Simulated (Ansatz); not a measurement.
Ansatz (a first-principles code) input:
A basis named .json is the Basis Set Exchange file of that set.

Ansatz 0.2 input:
```yaml
crystal:
  periodic: [false, false, false]
  atoms:
    - {symbol: O, position_ang: [2.17999200, 0.55115905, -0.77928223]}
    - {symbol: C, position_ang: [0.89200408, 0.62343123, -0.37466381]}
    - {symbol: C, position_ang: [0.04587317, 1.65262652, -0.43303856]}
    - {symbol: C, position_ang: [-1.30556944, 1.50229663, -0.04328327]}
    - {symbol: C, position_ang: [-1.59949336, 0.24289760, 0.37073692]}
    - {symbol: Se, position_ang: [-0.11054633, -0.90279165, 0.25318616]}
    - {symbol: H, position_ang: [2.68565668, -0.02214237, -0.19187648]}
    - {symbol: H, position_ang: [-2.02587881, 2.30781201, -0.05083539]}
    - {symbol: H, position_ang: [-2.53802542, -0.12753749, 0.75013270]}
basis:
  gaussian:
    orbitals: def2-QZVPP.json
hamiltonian:
  xc: {name: PBE0}
magnetization: {spin_polarized: true, initial_magnetization: 1}
```

### Question
What final total energy does it print?

### Answer
-2630.49552 Eh (PBE0/def2-QZVPP). The basis has 464 functions.

It need not be the lowest isomer of its formula.
